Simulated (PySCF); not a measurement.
Stepwise substitution at one centre (B CH3-OH). Gas-phase values, no solvent. One relaxed conformer stands for each flexible species; it need not be the lowest. Strings in code marks are SMILES.

The numbers are results of PySCF with PBE-D3(BJ)/def2-TZVP // PBE0-D3(BJ)/def2-TZVP, not measurements. Excitations are Tamm–Dancoff values on a coarser integration grid. The basis has no diffuse functions, so Rydberg states are missing or too high.

| species | S1 excitation (TDA) (eV) | brightest of the four lowest singlets (TDA) (eV) | S1 oscillator strength | T1 excitation (TDA) (eV) | LUMO (eV) |
|---|---|---|---|---|---|
| 0 of 3 CH3 replaced by OH | 6.12 | 7.30 | 0.000 | 5.57 | -1.15 |
| 1 of 3 CH3 replaced by OH (`CB(C)O` (C–B–O–H torsion 178°)) | 6.82 | 6.98 | 0.001 | 6.29 | -0.32 |
| 2 of 3 CH3 replaced by OH (`CB(O)O` (O–B–O–H torsion 0°, O–B–O–H torsion 180°)) | 7.39 | 7.69 | 0.000 | 7.21 | -0.15 |
| 3 of 3 CH3 replaced by OH (`B(O)(O)O`) | 6.76 | – | 0.001 | 6.61 | -0.72 |
